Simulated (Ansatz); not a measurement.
Start from `C=CC[Si](F)(F)F` and change one atom or group to get `C[SiH2][Si](F)(F)F`.

Ansatz, PBE0-D4/def2-TZVP geometries, multiplicity 1. Each molecule was computed in one conformer, which needn't be the lowest.

```csv
property,`C=CC[Si](F)(F)F`
LUMO energy (ωB97M-V/def2-TZVPP) / eV,1.90
HOMO–LUMO gap (PBE0/def2-TZVPP) / eV,7.54
HOMO–LUMO gap (B3LYP/def2-TZVPP) / eV,7.09
HOMO–LUMO gap (PBE/def2-TZVPP) / eV,5.39
HOMO–LUMO gap (ωB97M-V/def2-TZVPP) / eV,11.86
"ideal-gas entropy at 298 K and 1 bar (rigid rotor, harmonic PBE0-D4/def2-TZVP) / J/(mol·K)",379
```

Question: What does the change do to each property? (Best estimate.)

Answer: Computed: 
```tsv
property	`C[SiH2][Si](F)(F)F`	shift
LUMO energy (ωB97M-V/def2-TZVPP) / eV	1.31	-0.59
HOMO–LUMO gap (PBE0/def2-TZVPP) / eV	8.60	1.06
HOMO–LUMO gap (B3LYP/def2-TZVPP) / eV	8.20	1.11
HOMO–LUMO gap (PBE/def2-TZVPP) / eV	6.47	1.08
HOMO–LUMO gap (ωB97M-V/def2-TZVPP) / eV	12.36	0.50
ideal-gas entropy at 298 K and 1 bar (rigid rotor, harmonic PBE0-D4/def2-TZVP) / J/(mol·K)	389	10
```

With PBE0 the HOMO falls by 1.22 eV and the LUMO falls by 0.16 eV, so the gap widens by about 1.06 eV. PBE moves the HOMO by -1.05 eV and ωB97M-V by -1.08 eV. The zero-point energy changes by -43.5 kJ/mol with -3 modes. Modes under 60 cm⁻¹, often nearly free rotors, make the harmonic entropy too high.

Positive LUMOs are unbound, so they and the gaps depend on the basis.

B3LYP here is the variant with VWN-RPA as its local correlation; programs differ in this.
